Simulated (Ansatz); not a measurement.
Compare A (`N[SiH2][Al]([NH2])[F]`) with its isomer B (`[NH2][Al]([F])[NH][SiH3]`).

Calculated with Ansatz (gas phase, PBE0-D4/def2-TZVP geometries, no zero-point term in ΔE). CCSD(T)/CBS adds triple-zeta CCSD(T) − MP2 to the extrapolated MP2 energy (def2 sets, frozen cores). Functionals use def2-TZVPP. B3LYP here is the variant with VWN-RPA as its local correlation; programs differ in this. One conformer a species, not always the lowest.

A:

```xyz
11

N     1.142    1.546    0.206
Si    0.199    0.881   -1.089
Al   -0.955   -1.086   -0.214
N    -0.482   -1.803    1.323
F    -2.220   -1.787   -1.020
H     0.689    1.746    1.083
H     1.820    2.264   -0.004
H     1.160    0.500   -2.164
H    -0.758    1.834   -1.738
H    -0.910   -2.603    1.763
H     0.315   -1.492    1.855
```

B:

Z-matrix (Å, degrees):
```
Si
N 1 1.721
H 1 1.490 2 112.7
H 1 1.490 2 112.7 3 -121.4
H 1 1.488 2 107.1 3 119.3
Al 2 1.774 1 128.9 3 -118.8
H 2 1.012 1 115.2 3 61.0
F 6 1.650 2 117.8 1 179.7
N 6 1.754 2 123.1 1 -0.3
H 9 1.006 6 124.4 2 179.9
H 9 1.006 6 124.8 2 -0.1
```

Problem. Which isomer does CCSD(T)/CBS put lower? Give the gap. (Estimate.)

Solution. The calculation gave: B, by 102.1 kJ/mol.

Problem. Give E(B) − E(A) in kJ/mol with B3LYP, ωB97M-V, PBE0-D4, r2SCAN-D4, CCSD(T)/def2-TZVPP, B3LYP-D4, HF/def2-TZVPP. (Best estimate.)

Solution. Computed: B3LYP -96.2, ωB97M-V -103.7, PBE0-D4 -86.0, r2SCAN-D4 -98.6, CCSD(T)/def2-TZVPP -103.2, B3LYP-D4 -98.6, HF/def2-TZVPP -114.2. None reverses the order clearly.

Largest T1 diagnostic: 0.012.

In def2-TZVPP, CCSD(T) changes the Hartree–Fock value by +11.1 kJ/mol (the triples alone add +1.7 kJ/mol) and MP2 by +3.0 kJ/mol. From PBE to PBE0 (25 % exact exchange), in def2-TZVPP and without D4, E(B) − E(A) moves by −8.1 kJ/mol.
